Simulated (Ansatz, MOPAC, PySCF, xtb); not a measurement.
Complex: CH4 (SMILES C) (first 5 atoms) with C3H4 (SMILES C=C=C); geometry from B3LYP-D3(BJ)/def2-TZVP, rigid monomers moved along the line of their centres of mass till H5···C7 is 2.68 Å.
(charge 0, multiplicity 1):
```xyz
12

C     -0.20441    -0.04430    -0.29072
H      0.37230    -0.09913    -1.21308
H     -0.75804     0.89371    -0.26659
H     -0.90208    -0.88017    -0.25156
H      0.46781    -0.09128     0.56444
C      1.40813    -0.05142     3.35948
C      0.11809     0.02582     3.21619
C     -1.17081     0.10297     3.06687
H      1.90660    -1.00809     3.46572
H      2.02667     0.83855     3.37814
H     -1.62219     0.08600     2.08175
H     -1.83279     0.18675     3.92098
```

Interaction energies are E(AB) − E(A) − E(B) at the monomers' geometry in the complex; basis-set methods are counterpoise corrected. Rows marked so take none.

Cores are frozen in the correlated methods. Rows in 6-31G* carry no dispersion term and start afresh at each structure (6-31G* with six Cartesian d functions). MP2/6-31G* freezes PySCF's default core. The state that AM1 reach isn't checked.

Run with Ansatz (an electronic-structure program); MOPAC for AM1 (differences of heats of formation); PySCF for 6-31G* rows, the dispersion terms; xtb for the GFN methods. Values without a source in brackets are computed.

```tsv
level	interaction energy (kcal/mol)
AM1	0.08
GFN1-xTB	-0.39
PBE/def2-TZVPPD	0.33
BP86/6-31G* (no counterpoise)	0.83
r2SCAN-D4/def2-TZVPPD	-0.59
PBE0/def2-TZVPPD	0.35
M06-2X/6-31G* (no counterpoise)	[?]
MP2/6-31G* (no counterpoise)	-0.37
CCSD(T)/aug-cc-pVDZ	[?]
```

**Question.** Some entries are withheld; supply them.

**Answer.** 
- M06-2X/6-31G* (no counterpoise), interaction energy (kcal/mol): -1.14
- CCSD(T)/aug-cc-pVDZ, interaction energy (kcal/mol): -0.27
